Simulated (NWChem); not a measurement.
System: CH₅FOSi; SMILES [SiH](F)(O)C

NWChem input:

```
start job
memory heap 200 mb stack 900 mb global 1100 mb
geometry units angstroms noautosym nocenter noautoz
  Si     0.014807     0.085878     0.359745
  C     -0.269582    -1.658304    -0.214669
  O     -1.102758     1.152313    -0.227174
  F      1.496040     0.517653    -0.160167
  H     -0.014725     0.243570     1.832332
  H     -1.266028    -2.015456     0.087987
  H      0.483504    -2.335619     0.217507
  H     -0.194936    -1.734544    -1.311196
  H     -1.256294     1.165424    -1.176130
end
basis spherical
  * library def2-svp
end
dft
  xc pbe0
  iterations 150
end
cosmo
  do_cosmo_smd true
  solvent water
end
task dft energy
```

Structure relaxed at the PBE0/def2-SVP level. Solvent: water.

Level: PBE0/def2-SVP with SMD (1 M gas to 1 M solution), gas-phase geometry. Reactions with the solvent are ignored.

Task: Predict the main results of this run. (PBE0/def2-SVP, SMD on the gas-phase geometry.) Quantities: solvation free energy (kcal/mol); cavity-dispersion-structure term (kcal/mol); dipole in solution (D).

Result: The solvation free energy (kcal/mol) comes out as -4.2, the cavity-dispersion-structure term (kcal/mol) is 3.4 and the dipole in solution (D) is 2.78.
